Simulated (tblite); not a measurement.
Question: Give a GFN2-xTB geometry of `C[Si@@H](N)[SiH2]` [radical]. (Doublet state.)

Answer: 
Z-matrix in Å and degrees, rows numbered from 1:
```
C 
Si  1  1.9068
N   2  1.7318  1  104.02
Si  2  2.2779  1  117.26  3   115.22
H   1  1.0864  2  110.59  3  -175.53
H   1  1.0873  2  112.45  3    64.27
H   1  1.0865  2  110.91  3   -56.27
H   2  1.4840  1  106.34  3  -120.06
H   3  1.0074  2  118.57  1   -40.34
H   3  1.0064  2  119.15  1  -178.02
H   4  1.4660  2  118.22  1    71.47
H   4  1.4651  2  121.91  1   -61.84
```

Si2 (silicon bonded to C, N, Si and H) is distorted tetrahedral (angles from 104.0° to 117.3°). Si4 (silicon bonded to Si and 2 H) is pyramidal (angles 121.9°, 118.2° and 105.2°, sum 345.4°, 0.37 Å off the plane of its three neighbours). N3 (nitrogen bonded to Si and 2 H) is pyramidal (angles 119.2°, 118.6° and 109.5°, sum 347.2°, 0.25 Å off the plane of its three neighbours).

The geometry is computed with GFN2-xTB (gas phase). This method treats the open shell by occupation alone, without spin polarisation.

Point group: C1 (no symmetry element, even within 0.4 Å). Its lowest GFN2-xTB frequency is 14i cm⁻¹, too small to tell a flat minimum from a shallow saddle. Torsions: C1–Si2–N3–H -40° and -178°, C1–Si2–Si4–H 71° and -62°. 2 starts were optimised and ended at 0.00 and 0.09 kcal/mol (GFN2-xTB); the lowest of these is shown.

One conformer stands for the species.
